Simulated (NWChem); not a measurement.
System meant: SiH4S3O; SMILES O[Si](S)(S)S

The following NWChem deck was run.

```
start job
memory heap 200 mb stack 900 mb global 1100 mb
geometry units angstroms noautoz
  O     -0.334238    -0.108365     1.891877
  Si    -0.058361    -0.003625     0.262326
  S     -0.859368    -1.794623    -0.566859
  S     -0.940674     1.842395    -0.368346
  S      1.986883     0.090568    -0.346791
  H     -0.052829     0.644874     2.423036
  H     -1.922020    -1.803725     0.269851
  H     -0.451921     1.767956    -1.625842
  H      2.226131    -1.219096    -0.106416
end
basis spherical
  O library def2-svp
  Si library def2-svp
  S library def2-svp
  H library def2-svp
end
dft
  xc b3lyp
  iterations 4
  mulliken
end
task dft energy
```

End of the output:

```
    Atom       Charge   Shell Charges
 -----------   ------   -------------------------------------------------------
    1 O    8     8.22   1.97  0.88  0.60  2.73  2.03  0.01
    2 Si  14    13.83   2.00  1.93  0.70  0.32  5.81  1.24  1.13  0.70
    3 S   16    16.00   2.00  1.95  0.99  0.67  5.81  1.91  2.60  0.06
    4 S   16    16.01   2.00  1.95  0.99  0.68  5.81  1.91  2.62  0.06
    5 S   16    16.01   2.00  1.95  0.99  0.68  5.81  1.91  2.61  0.06
    6 H    1     0.91   0.55  0.17  0.18
    7 H    1     1.00   0.61  0.31  0.08
    8 H    1     1.01   0.61  0.31  0.08
    9 H    1     1.01   0.62  0.31  0.08

 center of mass
 --------------
 x =   0.00285676 y =   0.00792752 z =  -0.01293997

 moments of inertia (a.u.)
 ------------------
        1093.331022812336           0.000000000000           0.000000000000
           0.000000000000         982.030229120661          -0.000000000001
           0.000000000000          -0.000000000001        1463.140262104025

     Multipole analysis of the density
     ---------------------------------

     L   x y z        total         alpha         beta         nuclear
     -   - - -        -----         -----         ----         -------
     0   0 0 0     -0.000000    -37.000000    -37.000000     74.000000

     1   1 0 0      0.061876      0.030938      0.030938      0.000000
     1   0 1 0      0.092634      0.046317      0.046317      0.000000
     1   0 0 1      0.273390      0.136695      0.136695      0.000000

     2   2 0 0    -43.799664   -198.875426   -198.875426    353.951187
     2   1 1 0     -0.213490     -0.114389     -0.114389      0.015289
     2   1 0 1     -0.064758      0.080239      0.080239     -0.225237
     2   0 2 0    -44.225742   -226.323642   -226.323642    408.421542
     2   0 1 1      0.458296      1.710270      1.710270     -2.962244
     2   0 0 2    -41.586627   -105.086341   -105.086341    168.586055

 ------------------------------------------------------------------------
 dft energy failed                                                                                  0
 ------------------------------------------------------------------------
 ------------------------------------------------------------------------
  current input line :
    25: task dft energy
 ------------------------------------------------------------------------
 ------------------------------------------------------------------------
 This type of error is most commonly associated with calculations not reaching convergence criteria
 ------------------------------------------------------------------------
 For more information see the NWChem manual at https://nwchemgit.github.io

0:dft energy failed:Received an Error in Communication
```

### Question
What is wrong, and how is it mended?

### Answer
The run did not converge; its last values are not results. Cause: the SCF was allowed too few iterations. This input runs:
```
start job
memory heap 200 mb stack 900 mb global 1100 mb
geometry units angstroms noautoz
  O     -0.334238    -0.108365     1.891877
  Si    -0.058361    -0.003625     0.262326
  S     -0.859368    -1.794623    -0.566859
  S     -0.940674     1.842395    -0.368346
  S      1.986883     0.090568    -0.346791
  H     -0.052829     0.644874     2.423036
  H     -1.922020    -1.803725     0.269851
  H     -0.451921     1.767956    -1.625842
  H      2.226131    -1.219096    -0.106416
end
basis spherical
  * library def2-svp
end
dft
  xc b3lyp
  iterations 150
  mulliken
end
task dft energy
```
It converges to -1561.37556 Ha (B3LYP/def2-SVP).
